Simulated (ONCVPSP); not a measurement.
**Reading a pseudo-wave (technetium)**

Columns: radius, all-electron u(r) and pseudo u(r) of the 4s shell (level -73.38 eV) of technetium in the configuration [Ar] 3d10 4s2 4p6 4d5 5s2; PBE, scalar-relativistic, ONCV scheme, ONCVPSP 4.0.1.

```tsv
r (bohr)	all-electron	pseudo
0.085	0.3675	0.0831
0.170	0.0347	0.1729
0.255	-0.5066	0.2743
0.340	-0.5970	0.3888
0.425	-0.3326	0.5142
0.510	0.0676	0.6442
0.595	0.4567	0.7702
0.680	0.7656	0.8824
0.765	0.9750	0.9714
0.850	1.0921	1.0308
0.935	1.1330	1.0569
1.020	1.1170	1.0499
1.105	1.0621	1.0132
1.190	0.9835	0.9529
1.275	0.8923	0.8759
1.360	0.7970	0.7897
1.445	0.7031	0.7005
1.530	0.6140	0.6134
1.615	0.5319	0.5318
1.700	0.4577	0.4576
1.785	0.3917	0.3917
1.870	0.3337	0.3336
1.955	0.2832	0.2831
2.040	0.2395	0.2395
2.125	0.2020	0.2020
2.210	0.1699	0.1699
```

Question: How many radial nodes do the two functions have?

Answer: The all-electron 4s function has n − l − 1 = 3 (the table is too coarse to show those close to the nucleus); the pseudo-wave has 0, since the states of the same l below it are removed with the core.

Question: At about which radius was the pseudo-wave matched?

Answer: 1.70 bohr, where the columns begin to agree (steps of 0.09 bohr).

Question: Is the pseudo-wave norm-conserving?

Answer: Yes: the ONCV scheme keeps the norm inside the radius equal to the all-electron one, which fixes the energy derivative of the logarithmic derivative at the level.
